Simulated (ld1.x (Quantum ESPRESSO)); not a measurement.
# What the settings do to the TM potential of neodymium (Nd)

Base potential:

| Item | Value |
| --- | --- |
| Element | neodymium (Nd) |
| Generator | ld1.x (Quantum ESPRESSO) 7.5 |
| Type | norm-conserving Troullier–Martins (Kleinman–Bylander form) |
| Functional | PBE |
| Relativity | scalar-relativistic |
| Frozen core | [Kr] 4d10 4f3 |
| Valence charge | 11 |
| Reference configuration | 5s2 5p6 5d1 6s1 6p0 (charge +1) |
| Partial waves | 5s (bound): rc 1.40 bohr; 5p (bound): rc 1.65 bohr; 5d (bound): rc 2.55 bohr |
| Local potential | all-electron potential smoothed inside 2.10 bohr (lloc = -1) |
| Core correction | Bessel-smoothed model core inside 0.95 bohr |

Occupied shells without a wave of their own: 6s. They enter only through the test configuration that unscreens the potential, and ld1.x also counts them in the model core charge.

All-electron outer shells of the reference configuration (PBE, scalar-relativistic, ld1.x):

```
shell  level (eV)  outermost node (bohr)  outermost maximum (bohr)
   5s      -49.76                   0.72                      1.31
   5p      -30.73                   0.77                      1.48
   4f      -12.96                      –                      0.65
   6s       -8.76                   1.73                      3.42
   5d       -8.57                   0.87                      2.05
   6p       -5.56                   2.04                      4.29
```

Cutoffs, loose and tight: the cutoffs (Ry, on a coarse ladder) from which the occupation-weighted sum of valence levels, in a spherical-Bessel basis at the reference potential, stays within 10 and 1 mRy of its value at 400 Ry. They do not see the model core or the augmentation charge, which bear on the density cutoff. Test errors are all-electron minus pseudo excitation energies from the reference, over the configurations 5s2 5p6 5d1 6s2 6p0; 5s2 5p6 5d1 6s0 6p0; 5s2 5p6 5d0 6s0 6p0; 5s2 5p6 5d1.5 6s1.5 6p0; 5s2 5p5 5d1 6s2 6p0; 5s2 5p6 5d2 6s1 6p0; 5s2 5p6 5d1 6s1.5 6p0. A dash means not determined; rows that change the core or the reference have their own tests.

With those shells counted twice in exchange and correlation these files are broken, and their errors move erratically; no question is asked of them.

| change | outcome | cutoff, loose | cutoff, tight | bound ghosts | largest test error (meV) |
| --- | --- | --- | --- | --- | --- |
| base | generated | 60 Ry | 100 Ry | none | -216 |
| wave 5d (bound): rc 2.55 bohr becomes 5d (bound): rc 1.62 bohr | generated | 60 Ry | 100 Ry | none | -215 |
| wave 5d (bound): rc 2.55 bohr becomes 5d (bound): rc 2.18 bohr | generated | 60 Ry | 100 Ry | none | -215 |
| wave 5d (bound): rc 2.55 bohr becomes 5d (bound): rc 2.56 bohr | generated | 60 Ry | 100 Ry | none | -216 |
| wave 5d (bound): rc 2.55 bohr becomes 5d (bound): rc 2.88 bohr | generated | 60 Ry | 100 Ry | none | -216 |
| wave 5d (bound): rc 2.55 bohr becomes 5d (bound): rc 3.26 bohr | generated | 60 Ry | 100 Ry | none | -210 |
| wave 5d (bound): rc 2.55 bohr becomes 5d (bound): rc 3.70 bohr | generated | 60 Ry | 100 Ry | none | -190 |

Reading the sweep of the d radius (base included, trends over the rows without a ghost): The loose cutoff stays near 60 Ry. The median size of the test errors (rows with all tests solved) stays near 78.7 meV.
